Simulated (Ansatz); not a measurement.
Geometry optimisation, RKS PBE0-D4/def2-SVP (Ansatz).

input.yaml

```yaml
crystal:
  periodic: [false, false, false]
  atoms:
    - { symbol: Cl, position_ang: [-2.5629, 1.2091, 0.0056] }
    - { symbol: Ge, position_ang: [-0.5147, 0.9843, 0.4458] }
    - { symbol: O, position_ang: [-0.1706, -0.7157, 0.7927] }
    - { symbol: C, position_ang: [0.6936, -0.9931, -0.3614] }
    - { symbol: S, position_ang: [0.648, 0.5524, -1.3501] }
    - { symbol: H, position_ang: [0.1518, 1.9982, 1.4316] }
    - { symbol: H, position_ang: [0.1564, -1.8097, -0.9366] }
    - { symbol: H, position_ang: [1.6905, -1.2825, -0.0834] }
basis:
  gaussian: { orbitals: def2-SVP }
hamiltonian:
  xc: pbe0
  dispersion: d4
relax:
  f_tol: 0.02
  max_steps: 50
output:
  orbitals: {}
```

Command:

```bash
$ ansatz run input.yaml --threads 2 --pin off --max-ram 3072MiB --backend cpu --events-out ev --progress --plain --runs-dir out
```

Question: Where does it end, and by what steps?

Answer: It converged. After 5 steps the energy has fallen by 0.258 eV; H6 moved furthest, 0.19 Å.

```csv
step,energy less start (eV),largest force component (eV/Å),accepted
0,0.0000,3.065,yes
1,-0.2173,0.954,yes
2,-0.2494,0.591,yes
3,-0.2569,0.122,yes
4,-0.2554,0.235,no
5,-0.2579,0.014,yes
```

```xyz
8
Properties=species:S:1:pos:R:3
Cl -2.581 1.281 0.094
Ge -0.471 1.004 0.404
O -0.061 -0.699 0.796
C 0.661 -1.035 -0.361
S 0.735 0.533 -1.379
H -0.038 2.034 1.449
H 0.158 -1.823 -0.944
H 1.688 -1.353 -0.115
```

Whether the end is a true minimum wasn't checked by a vibrational analysis.

Time of the run: 27 s on 2 threads of Arm Neoverse V1, with other jobs on the host, peak memory 0.28 GiB.
